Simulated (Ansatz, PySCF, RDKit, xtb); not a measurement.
Noncovalent pair: C2H2 (SMILES C#C) (first 4 atoms) with CH3NO (SMILES NC=O); geometry from B3LYP-D3(BJ)/def2-TZVP.
(charge 0, multiplicity 1):
| atom | x (Å) | y (Å) | z (Å) |
|---|---|---|---|
| C | -0.0471 | 0.5566 | -0.6018 |
| C | 0.3104 | -0.1962 | 0.2602 |
| H | -0.3539 | 1.2080 | -1.3834 |
| H | 0.6060 | -0.8313 | 1.0689 |
| N | -0.5402 | 0.9234 | 3.2872 |
| C | 0.0211 | -0.1563 | 3.8741 |
| O | 0.5730 | -1.0653 | 3.2875 |
| H | -0.5202 | 1.0204 | 2.2822 |
| H | -0.9800 | 1.6373 | 3.8402 |
| H | -0.0697 | -0.1389 | 4.9746 |

Monomers are frozen at their geometry in the pair; levels with a basis set take the counterpoise correction. RDKit's UFF carries no charges.

Rows in 6-31G* carry no dispersion term and start afresh at each structure (6-31G* with six Cartesian d functions).

Programs: Ansatz (an electronic-structure program) with Gaussian orbitals; PySCF for 6-31G* rows; RDKit for the force fields; xtb for the GFN methods. Values without a source in brackets are computed.

**Question.** One of these levels gives -3.03 kcal/mol for the interaction energy. Name it.
(A) B97M-V/def2-TZVPPD
(B) HF/6-31G*
(C) GFN2-xTB
(D) UFF

**Answer.** B, HF/6-31G*. The others give 3.80 (UFF), -3.70 (GFN2-xTB), -4.95 (B97M-V/def2-TZVPPD)
